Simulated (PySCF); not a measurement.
Geometry:
```json
{"atom": "C1", "x (Å)": "3.149", "y (Å)": "0.445", "z (Å)": "0.690"}
{"atom": "C2", "x (Å)": "2.117", "y (Å)": "0.037", "z (Å)": "0.241"}
{"atom": "C3", "x (Å)": "0.858", "y (Å)": "-0.438", "z (Å)": "-0.289"}
{"atom": "C4", "x (Å)": "0.348", "y (Å)": "-1.710", "z (Å)": "0.410"}
{"atom": "O5", "x (Å)": "-1.070", "y (Å)": "-1.624", "z (Å)": "0.430"}
{"atom": "C6", "x (Å)": "-1.441", "y (Å)": "-0.315", "z (Å)": "0.288"}
{"atom": "C7", "x (Å)": "-2.721", "y (Å)": "0.026", "z (Å)": "0.450"}
{"atom": "F8", "x (Å)": "-3.151", "y (Å)": "1.291", "z (Å)": "0.286"}
{"atom": "C9", "x (Å)": "-0.296", "y (Å)": "0.523", "z (Å)": "-0.066"}
{"atom": "C10", "x (Å)": "-0.242", "y (Å)": "1.843", "z (Å)": "-0.171"}
{"atom": "H11", "x (Å)": "4.058", "y (Å)": "0.798", "z (Å)": "1.076"}
{"atom": "H12", "x (Å)": "0.971", "y (Å)": "-0.615", "z (Å)": "-1.367"}
{"atom": "H13", "x (Å)": "0.621", "y (Å)": "-2.631", "z (Å)": "-0.107"}
{"atom": "H14", "x (Å)": "0.722", "y (Å)": "-1.754", "z (Å)": "1.442"}
{"atom": "H15", "x (Å)": "-3.509", "y (Å)": "-0.663", "z (Å)": "0.702"}
{"atom": "H16", "x (Å)": "0.679", "y (Å)": "2.336", "z (Å)": "-0.432"}
{"atom": "H17", "x (Å)": "-1.100", "y (Å)": "2.464", "z (Å)": "0.004"}
```

How the numbers were obtained: σ from GIAO-PBE0/pcSseg-1, GFN2-xTB structure, in PySCF 2.14.0 with density-fitted response routines (a single conformation, in vacuum, no relativistic terms).

References, each an isolated molecule treated in the same way: 13C and 1H against TMS; 17O against H2O; 19F against CFCl3.

```csv
atoms,nucleus,count,Hirshfeld charge,δ (ppm)
C9,13C,1,-0.01,?
C10,13C,1,-0.10,122.2
H15,1H,1,0.06,7.44
F8,19F,1,-0.08,-184.5
H13,1H,1,0.06,4.59
C3,13C,1,-0.02,?
H12,1H,1,0.06,3.88
H17,1H,1,0.05,?
C7,13C,1,0.01,147.3
C1,13C,1,-0.11,78.7
H14,1H,1,0.04,4.21
C4,13C,1,0.02,78.3
H16,1H,1,0.05,?
C2,13C,1,-0.03,87.0
H11,1H,1,0.09,1.69
O5,17O,1,-0.12,97.0
C6,13C,1,0.04,?
```

Q: Estimate the values marked ?.

A: 
- C6: 153.8 ppm, alkene carbon bearing oxygen; an sp2 carbon further deshielded by the attached heteroatom
- C9: 147.2 ppm, fully substituted alkene carbon; an sp2 carbon of a C=C bond
- C3: 38.2 ppm, allylic sp3 CH; saturated and bonded to C and H only
- H17: 6.38 ppm, hydrogen on a terminal =CH2 carbon; olefinic region
- H16: 6.16 ppm, hydrogen on a terminal =CH2 carbon; olefinic region

Shifts are as computed. Against solution values, carbons near 30 ppm lie about +3 ppm off and those near 130 ppm about +5 ppm. Of 1211 compounds with measured shifts, 218 miss one by over three times the rms of a fit or turn the order of signals round; such compounds aren't used in these exercises. Unscaled 19F shifts against computed CFCl3 carry errors that often reach 10 to 50 ppm. Experimental scales use liquid or dissolved standards, which lie at an offset from isolated H2O (liquid H2O: subtract about 36 ppm).
